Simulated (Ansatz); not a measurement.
`C[S][K]` + `[SiH3][AsH2]` → `C[AsH][SiH3]` + `[SH][K]`  (substitution at a C–S bond)

Isolated molecules relaxed with PBE0-D4/def2-TZVP in Ansatz; ΔE leaves out vibrations. CCSD(T)/CBS is the MP2 limit (def2-TZVPP, def2-QZVPP) plus CCSD(T) − MP2 in def2-TZVPP, frozen cores. DFT in def2-TZVPP. For As, K outer-core shells are correlated without core-valence functions, which leaves a few kJ/mol of doubt a bond. Scalar relativity is left out up to krypton.

```json
{"level": "B97M-V", "ΔE (kJ/mol)": "-48.6", "difference from CCSD(T)/CBS": "2.0"}
{"level": "BHLYP-D4", "ΔE (kJ/mol)": "-49.4", "difference from CCSD(T)/CBS": "1.2"}
{"level": "CAM-B3LYP-D4", "ΔE (kJ/mol)": "-47.9", "difference from CCSD(T)/CBS": "2.7"}
{"level": "ωB97X-V", "ΔE (kJ/mol)": "-47.9", "difference from CCSD(T)/CBS": "2.7"}
{"level": "ωB97M-V", "ΔE (kJ/mol)": "-49.2", "difference from CCSD(T)/CBS": "1.4"}
{"level": "B2PLYP", "ΔE (kJ/mol)": "-48.4", "difference from CCSD(T)/CBS": "2.2"}
{"level": "PBE-QIDH", "ΔE (kJ/mol)": "-50.0", "difference from CCSD(T)/CBS": "0.6"}
{"level": "PBE0", "ΔE (kJ/mol)": "-46.0", "difference from CCSD(T)/CBS": "4.6"}
{"level": "CAM-B3LYP", "ΔE (kJ/mol)": "-46.3", "difference from CCSD(T)/CBS": "4.3"}
{"level": "LC-ωPBE", "ΔE (kJ/mol)": "-47.1", "difference from CCSD(T)/CBS": "3.5"}
{"level": "HF/def2-SVP", "ΔE (kJ/mol)": "-45.0", "difference from CCSD(T)/CBS": "5.6"}
{"level": "HF/def2-TZVPP", "ΔE (kJ/mol)": "-47.9", "difference from CCSD(T)/CBS": "2.7"}
{"level": "MP2/def2-TZVPP", "ΔE (kJ/mol)": "-54.6", "difference from CCSD(T)/CBS": "-4.0"}
{"level": "CCSD/def2-TZVPP", "ΔE (kJ/mol)": "-52.5", "difference from CCSD(T)/CBS": "-1.9"}
{"level": "CCSD(T)/def2-TZVPP", "ΔE (kJ/mol)": "-52.5", "difference from CCSD(T)/CBS": "-1.9"}
{"level": "HF/CBS(def2)", "ΔE (kJ/mol)": "-47.8", "difference from CCSD(T)/CBS": "2.8"}
{"level": "CCSD(T)/CBS", "ΔE (kJ/mol)": "-50.6", "difference from CCSD(T)/CBS": "0"}
```

Largest T1 diagnostic among the species: 0.011.

In def2-TZVPP, CCSD(T) changes the Hartree–Fock value by −4.6 kJ/mol (the triples alone add −0.0 kJ/mol) and MP2 by −6.7 kJ/mol. From BLYP to BHLYP (50 % exact exchange), in def2-TZVPP and without D4, ΔE moves by −4.2 kJ/mol.
